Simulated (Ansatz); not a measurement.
Program: Ansatz. Geometries: PBE0-D4/def2-TZVP. ΔE: electronic, gas phase. CCSD(T)/CBS is the MP2 limit (def2-TZVPP, def2-QZVPP) plus CCSD(T) − MP2 in def2-TZVPP, frozen cores. DFT in def2-TZVPP. Each species was taken in one conformer, which may not be the lowest.

`C1CSC[SiH2]1` → `C=C([SiH3])SC`  (isomerisation)

```json
{"level": "PBE-D4", "ΔE (kJ/mol)": "104.3"}
{"level": "PBE", "ΔE (kJ/mol)": "103.1"}
{"level": "HF/def2-TZVPP", "ΔE (kJ/mol)": "89.9"}
{"level": "SCS-MP2/def2-QZVPP", "ΔE (kJ/mol)": "104.4"}
```

Q: What does CCSD(T)/CBS give? (An estimate is asked.)

A: Ansatz gave: +105.7 kJ/mol. The listed levels differ from it by -1.4, -2.6, -15.8, -1.3 kJ/mol.

Largest T1 diagnostic among the species: 0.012.

In def2-TZVPP, CCSD(T) changes the Hartree–Fock value by +13.4 kJ/mol (the triples alone add −2.0 kJ/mol) and MP2 by +22.5 kJ/mol. From PBE to PBE0 (25 % exact exchange), in def2-TZVPP and without D4, ΔE moves by +13.6 kJ/mol.
